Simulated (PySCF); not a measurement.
Al(OH)(SH)2 (AlH₃OS₂), SMILES [Al]([OH])([SH])[SH]. Atoms are numbered in the order given.

```xyz
7

Al     0.3736     0.0009     0.0000
O      2.0639    -0.1596     0.0000
H      2.7330     0.5296     0.0000
S     -0.8034    -1.8378     0.0000
H      0.3064    -2.6149     0.0000
S     -0.6063     1.9580     0.0000
H     -1.8526     1.4283     0.0000
```

Coordinates come from a B3LYP-D3(BJ)/def2-SVP optimisation. One conformer was computed; it need not be the lowest.

Method: PBE0/pcJ-1 (PySCF).

Isotropic couplings with Fermi-contact, spin-dipole and both spin-orbit terms, one fixed conformer, no vibrational averaging. Isotopes: 1H.

Problem. Estimate the spin–spin coupling constants. (The exact figures need the calculation; the answer reports its results.)

Solution. 
```csv
pair,bonds apart,J (Hz)
H3–H5,4,0.5
H3–H7,4,-0.9
```
